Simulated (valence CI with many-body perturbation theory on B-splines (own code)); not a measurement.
# E1 transitions of Dy⁵³⁺

Computed by configuration interaction combined with many-body perturbation theory (CI+MBPT): three valence electrons over a frozen Dirac-Fock core [Ne], radial functions for each j: 11 s, 11 p, 9 d, 7 f, 5 g, 2 h, 1 i, with the one-electron correlation potential Σ1, the two-electron term Σ2, the three-electron term Σ3, Breit, model QED; selected CI, second order for the rest (own B-spline code, finite nucleus).

The last digits are not significant, and no measured levels were compared; by estimate large intervals hold to a few tenths of a per cent, small ones and those within an open d or f shell to about a per cent.

Lines 151 to 200 of 263 in falling wavelength, among levels below 74.723 Ry, chosen from the strongest by gf and those to the six lowest levels. Wavelengths and rates use the calculated energies. Electric multipoles are in the length gauge, E1 and E2 with the static RPA response of the core. Weak lines are less certain than strong ones. Lines between different terms over intervals too small for the method are left out, as are lines whose strength nearly cancels. The highest levels of a list are the least certain.

Levels are named by their leading jj configuration (3d3/2^4 stands for four electrons in 3d with j = 3/2), which in mixed levels can hold well under half, so a name can repeat and another be missing. Letters in brackets count levels of one name in rising energy.

```
λ vac (nm)                          Upper                       Lower   A (s⁻¹)  log gf  Branch %
     3.283     (3s 3p3/2 3d3/2) J=5/2 [a]  (3s 3p1/2 3p3/2) J=3/2 [b]  8.39e+10   -1.09       7.1
     3.273          (3p1/2 3p3/2^2) J=5/2  (3s 3p1/2 3p3/2) J=3/2 [a]  2.68e+10   -1.59       4.5
     3.273  (3p1/2 3p3/2 3d3/2) J=3/2 [a]       (3p1/2^2 3p3/2) J=3/2  2.19e+11   -0.85      27.6
     3.262  (3p1/2 3p3/2 3d5/2) J=5/2 [b]  (3s 3p1/2 3d5/2) J=5/2 [a]  3.09e+11   -0.53      34.1
     3.251  (3p1/2 3p3/2 3d3/2) J=5/2 [b]      (3s 3p1/2 3d3/2) J=5/2  1.28e+11   -0.92       9.6
     3.239          (3p1/2 3p3/2^2) J=3/2  (3s 3p1/2 3p3/2) J=3/2 [a]  5.41e+11   -0.47      39.8
     3.217     (3s 3d3/2 3d5/2) J=7/2 [a]  (3s 3p1/2 3d5/2) J=5/2 [b]  8.75e+10   -0.96       7.9
     3.215             (3s 3d3/2^2) J=3/2      (3s 3p1/2 3d3/2) J=1/2  7.18e+11   -0.35      45.4
     3.205  (3p1/2 3p3/2 3d5/2) J=5/2 [a]  (3s 3p1/2 3d3/2) J=3/2 [b]  1.07e+11   -1.01      16.1
     3.169  (3p1/2 3p3/2 3d5/2) J=3/2 [b]  (3s 3p1/2 3d5/2) J=5/2 [a]  1.45e+11   -1.06      16.3
     3.163                (3p3/2^3) J=3/2          (3s 3p3/2^2) J=5/2  3.54e+11   -0.67      15.3
     3.158  (3p1/2 3p3/2 3d3/2) J=5/2 [b]  (3s 3p1/2 3d3/2) J=3/2 [a]  2.58e+11   -0.64      19.4
     3.151             (3s 3d3/2^2) J=5/2  (3s 3p1/2 3d3/2) J=3/2 [b]  9.46e+11   -0.07      51.1
     3.142     (3s 3p3/2 3d3/2) J=3/2 [a]      (3s 3p1/2 3p3/2) J=5/2  1.20e+11   -1.15      13.1
     3.141     (3s 3d3/2 3d5/2) J=7/2 [a]      (3s 3p1/2 3d5/2) J=7/2  6.08e+11   -0.14      55.1
     3.140     (3s 3p3/2 3d3/2) J=3/2 [b]      (3s 3p1/2 3p3/2) J=1/2  4.62e+11   -0.56      28.8
     3.128          (3p1/2 3p3/2^2) J=1/2  (3s 3p1/2 3p3/2) J=3/2 [a]  7.66e+10   -1.65       7.7
     3.125     (3s 3p3/2 3d3/2) J=5/2 [a]      (3s 3p1/2 3p3/2) J=5/2  7.81e+11   -0.16      65.7
     3.104     (3s 3d3/2 3d5/2) J=5/2 [a]      (3s 3p1/2 3d5/2) J=7/2  1.62e+11   -0.85      14.7
     3.099         (3s 3p3/2 3d3/2) J=7/2      (3s 3p1/2 3p3/2) J=5/2  6.92e+11   -0.10      97.5
     3.079     (3s 3d3/2 3d5/2) J=5/2 [b]      (3s 3p1/2 3d5/2) J=3/2  3.95e+11   -0.47      28.8
     3.073     (3s 3p3/2 3d3/2) J=3/2 [b]  (3s 3p1/2 3p3/2) J=3/2 [b]  6.81e+11   -0.41      42.5
     3.060  (3p1/2 3p3/2 3d3/2) J=3/2 [b]       (3p1/2^2 3p3/2) J=3/2  1.11e+12   -0.20      74.9
     3.058     (3s 3d3/2 3d5/2) J=3/2 [b]      (3s 3p1/2 3d5/2) J=3/2  6.80e+11   -0.42      53.0
     3.055     (3s 3d3/2 3d5/2) J=7/2 [a]  (3s 3p1/2 3d5/2) J=5/2 [a]  2.42e+11   -0.57      21.9
     3.052  (3p1/2 3p3/2 3d3/2) J=5/2 [b]       (3p1/2^2 3p3/2) J=3/2  3.39e+11   -0.55      25.6
     3.051         (3s 3p1/2 3d3/2) J=1/2          (3s 3p1/2^2) J=1/2  1.01e+12   -0.55      97.6
     3.043     (3s 3d3/2 3d5/2) J=5/2 [b]  (3s 3p1/2 3d5/2) J=5/2 [b]  6.16e+11   -0.29      45.1
     3.043     (3s 3d3/2 3d5/2) J=7/2 [b]  (3s 3p1/2 3d5/2) J=5/2 [b]  5.53e+11   -0.21      64.2
     3.037             (3s 3d3/2^2) J=1/2  (3s 3p1/2 3d3/2) J=3/2 [b]  7.41e+11   -0.69      50.3
     3.035         (3s 3d3/2 3d5/2) J=9/2      (3s 3p1/2 3d5/2) J=7/2  7.42e+11    0.01      75.1
     3.029  (3p1/2 3p3/2 3d3/2) J=1/2 [b]       (3p1/2^2 3p3/2) J=3/2  6.50e+11   -0.75      51.6
     3.024     (3s 3p3/2 3d3/2) J=3/2 [a]  (3s 3p1/2 3p3/2) J=3/2 [a]  7.61e+11   -0.38      83.4
     3.023     (3s 3d3/2 3d5/2) J=3/2 [b]  (3s 3p1/2 3d5/2) J=5/2 [b]  2.47e+11   -0.87      19.3
     3.021     (3s 3d3/2 3d5/2) J=5/2 [a]  (3s 3p1/2 3d5/2) J=5/2 [a]  5.76e+11   -0.33      52.2
     3.021     (3s 3p1/2 3d3/2) J=3/2 [b]          (3s 3p1/2^2) J=1/2  1.28e+12   -0.15      98.4
     3.015      (3p1/2 3p3/2 3d5/2) J=1/2  (3s 3p1/2 3d3/2) J=3/2 [b]  4.89e+11   -0.88      44.4
     3.014     (3s 3p3/2 3d3/2) J=1/2 [a]  (3s 3p1/2 3p3/2) J=3/2 [a]  6.68e+11   -0.74      89.7
     3.009     (3s 3p3/2 3d3/2) J=5/2 [a]  (3s 3p1/2 3p3/2) J=3/2 [a]  3.10e+11   -0.60      26.1
     3.007             (3s 3d3/2^2) J=1/2      (3s 3p1/2 3d3/2) J=1/2  5.69e+11   -0.81      38.6
     3.005     (3s 3p3/2 3d3/2) J=1/2 [b]      (3s 3p1/2 3p3/2) J=1/2  8.89e+11   -0.62      40.5
     3.004             (3s^2 3d3/2) J=3/2          (3s^2 3p1/2) J=1/2  1.50e+12   -0.09     100.0
     2.990         (3s 3d3/2 3d5/2) J=1/2      (3s 3p1/2 3d5/2) J=3/2  1.24e+12   -0.48      77.4
     2.989     (3s 3d3/2 3d5/2) J=3/2 [a]  (3s 3p1/2 3d5/2) J=5/2 [a]  7.04e+11   -0.42      68.3
     2.972     (3s 3p3/2 3d3/2) J=5/2 [b]  (3s 3p1/2 3p3/2) J=3/2 [b]  3.46e+11   -0.56      17.9
     2.957             (3s 3d3/2^2) J=3/2  (3s 3p1/2 3d3/2) J=3/2 [a]  7.35e+11   -0.41      46.5
     2.951             (3s 3d3/2^2) J=5/2      (3s 3p1/2 3d3/2) J=5/2  7.25e+11   -0.25      39.2
     2.944     (3s 3p3/2 3d3/2) J=1/2 [b]  (3s 3p1/2 3p3/2) J=3/2 [b]  6.05e+09   -2.80       0.3
     2.934     (3s 3p3/2 3d3/2) J=3/2 [b]      (3s 3p1/2 3p3/2) J=5/2  2.31e+08   -3.92       0.0
     2.909     (3s 3p3/2 3d5/2) J=5/2 [a]  (3s 3p1/2 3p3/2) J=3/2 [b]  4.60e+10   -1.46      10.0
```

**Question.** How does gf follow from A for the line at 3.158 nm?

**Answer.** gf = 1.4992 × (2J+1)_upper × A / σ², with σ = 3166063 cm⁻¹ and 2J+1 = 6: gf = 0.232.
